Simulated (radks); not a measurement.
Values are calculated unless marked as measured or tabulated.
Ta4+, 69 electrons, occupied as [Xe] 4f14 5d1. Level of theory: Dirac Kohn-Sham, revPBE, spin-unpolarised, spherical densities, point nucleus; open shells fill j = l - 1/2 first (a radial shooting solver on a logarithmic mesh with Libxc functionals).

Unscreened Slater integrals over Kohn-Sham orbitals (cm^-1). Large and small components are both included. Empty in this configuration: 5d5/2.

| integral | value |
|---|---|
| F0(5d3/2,5d3/2) | 115520 |
| F2(5d3/2,5d3/2) | 61020 |
| F0(5d3/2,4f7/2) | 146960 |
| F2(5d3/2,4f7/2) | 36629 |
| G3(5d3/2,4f7/2) | 13177 |
| G5(5d3/2,4f7/2) | 10184 |
| F0(5d3/2,4f5/2) | 147210 |
| F2(5d3/2,4f5/2) | 36092 |
| G1(5d3/2,4f5/2) | 14910 |
| G3(5d3/2,4f5/2) | 12768 |
| F0(5d3/2,5p3/2) | 129940 |
| F2(5d3/2,5p3/2) | 65555 |
| G1(5d3/2,5p3/2) | 79740 |
| G3(5d3/2,5p3/2) | 49428 |
| F0(5d3/2,5d5/2) | 114210 |
| F2(5d3/2,5d5/2) | 60329 |
| G2(5d3/2,5d5/2) | 60281 |
| G4(5d3/2,5d5/2) | 40115 |
| F0(4f7/2,4f7/2) | 317400 |
| F2(4f7/2,4f7/2) | 152010 |
| F4(4f7/2,4f7/2) | 95602 |
| F6(4f7/2,4f7/2) | 68843 |
| F0(4f7/2,4f5/2) | 319850 |
| F2(4f7/2,4f5/2) | 153240 |
| F4(4f7/2,4f5/2) | 96391 |
| G2(4f7/2,4f5/2) | 152690 |
| G4(4f7/2,4f5/2) | 96059 |
| G6(4f7/2,4f5/2) | 69182 |
| F0(4f7/2,5p3/2) | 186460 |
| F2(4f7/2,5p3/2) | 59913 |
| G2(4f7/2,5p3/2) | 27222 |
| G4(4f7/2,5p3/2) | 21782 |
| F0(4f7/2,5d5/2) | 143990 |
| F2(4f7/2,5d5/2) | 35044 |
| F4(4f7/2,5d5/2) | 16818 |
| G1(4f7/2,5d5/2) | 14396 |
| G3(4f7/2,5d5/2) | 12357 |
| G5(4f7/2,5d5/2) | 9581.3 |
| F0(4f5/2,4f5/2) | 322350 |
| F2(4f5/2,4f5/2) | 154530 |
| F4(4f5/2,4f5/2) | 97219 |
| F0(4f5/2,5p3/2) | 186940 |
| F2(4f5/2,5p3/2) | 59263 |
| G2(4f5/2,5p3/2) | 26366 |
| G4(4f5/2,5p3/2) | 21201 |
| F0(4f5/2,5d5/2) | 144230 |
| F2(4f5/2,5d5/2) | 34523 |
| F4(4f5/2,5d5/2) | 16453 |
| G1(4f5/2,5d5/2) | 13788 |
| G3(4f5/2,5d5/2) | 11947 |
| G5(4f5/2,5d5/2) | 9287.5 |
| F0(5p3/2,5p3/2) | 153050 |
| F2(5p3/2,5p3/2) | 82885 |
| F0(5p3/2,5d5/2) | 127970 |
| F2(5p3/2,5d5/2) | 63867 |
| G1(5p3/2,5d5/2) | 76606 |
| G3(5p3/2,5d5/2) | 47508 |
| F0(5d5/2,5d5/2) | 112970 |
| F2(5d5/2,5d5/2) | 59721 |
| F4(5d5/2,5d5/2) | 39744 |
